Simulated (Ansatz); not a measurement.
`N[Si](N)(O)F`, charge 0, multiplicity 1.

(1) Give a relaxed structure at PBE0-D4/def2-TZVP (the Gaussian-basis code of Ansatz). (An estimate is asked.)

Answers

(1) Ansatz gave: 
Z-matrix (Å, degrees):
```
Si
N 1 1.695
O 1 1.637 2 119.6
N 1 1.685 2 109.0 3 -119.1
F 1 1.605 2 102.6 3 116.5
H 2 1.005 1 121.3 3 -92.7
H 2 1.005 1 121.7 3 61.7
H 3 0.958 1 116.8 2 83.1
H 4 1.004 1 122.0 2 -41.3
H 4 1.005 1 121.9 2 158.9
```
This is one stationary point; other conformers may exist.
